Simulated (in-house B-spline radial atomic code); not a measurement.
Ionising Te III (Te2+) with different functionals

Computed with a radial B-spline atomic code at the basis-set limit: scalar-relativistic (spin-free X2C) Hamiltonian, Fermi nucleus of rms radius 4.7423 fm, spin-polarised at highest spin, spherical fractional occupations for the functionals, and exact exchange of hybrids averaged over the configuration. The ionisation energy is the difference of two self-consistent energies, [Kr] 4d10 5s2 5p2 → [Kr] 4d10 5s2 5p1, without Breit or QED terms; ε is the level of the shell that loses the electron (its least bound occupied spin orbital). There is no spin-orbit coupling in this Hamiltonian.

```csv
method,rung,ΔSCF (eV),-ε(5p) (eV)
PBE0,global hybrid,27.60,24.32
B3LYP,global hybrid,?,?
TPSSh,global hybrid,?,?
BHandHLYP,global hybrid,27.47,25.31
r2SCAN0,global hybrid,27.81,24.58
B97-1,global hybrid,27.40,23.94
HSE06,range-separated hybrid,27.57,23.86
wB97X,range-separated hybrid,27.31,26.46
CAM-B3LYP,range-separated hybrid,27.61,25.62
LC-wPBE,range-separated hybrid,27.69,27.16
```

Question: What does TPSSh give?

Answer: ΔSCF 27.58 eV, and -ε(5p) = 23.62 eV.

Question: What does B3LYP give?

Answer: ΔSCF 27.58 eV, and -ε(5p) = 23.98 eV.

Question: Among the functionals, which spreads more, the ΔSCF values or the orbital energies?

Answer: The orbital energies: ΔSCF values span about 0.50 eV and the orbital energies 3.54 eV; here energy differences depend much less on the functional than eigenvalues do.

Question: How do they compare with the NIST value?

Answer: NIST lists 27.84 eV ± 0.04 (measured, ground level to ground level). Errors run from -0.53 to -0.03 eV; r2SCAN0 is closest (-0.03 eV), but part of that can be cancellation, since the calculations leave out spin-orbit coupling, Breit-QED terms, multiplet and fine-structure energies.
